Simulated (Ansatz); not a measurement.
Computed with Ansatz on PBE0-D4/def2-TZVP structures; ΔE is electronic, products minus reactants. CBS: MP2 limit from def2 TZ/QZ plus the TZ coupled-cluster correction, frozen cores. This one scheme is used for every species. Functionals use def2-TZVPP. Each species was taken in one conformer, which may not be the lowest.

`OB(O)O[SiH3]` + `[F][AlH][SH]` → `[F][AlH][S][SiH3]` + `OB(O)O`  (ligand exchange at the Si–O bond)

| level | ΔE (kJ/mol) | difference from CCSD(T)/CBS |
| --- | --- | --- |
| r2SCAN-D4 | 25.1 | -3.0 |
| B2PLYP | 33.3 | 5.2 |
| PBE | 15.7 | -12.4 |
| PBE0 | 18.2 | -9.9 |
| HF/def2-TZVPP | 46.9 | 18.8 |
| SCS-MP2/def2-TZVPP | 34.3 | 6.2 |
| CCSD(T)/def2-TZVPP | 31.4 | 3.3 |
| HF/def2-QZVPP | 48.6 | 20.5 |
| MP2/def2-QZVPP | 26.8 | -1.3 |
| SCS-MP2/def2-QZVPP | 32.8 | 4.7 |
| CCSD(T)/CBS | 28.1 | 0 |

Largest T1 diagnostic among the species: 0.012.

In def2-TZVPP, CCSD(T) changes the Hartree–Fock value by −15.5 kJ/mol (the triples alone add −3.1 kJ/mol) and MP2 by −18.8 kJ/mol.
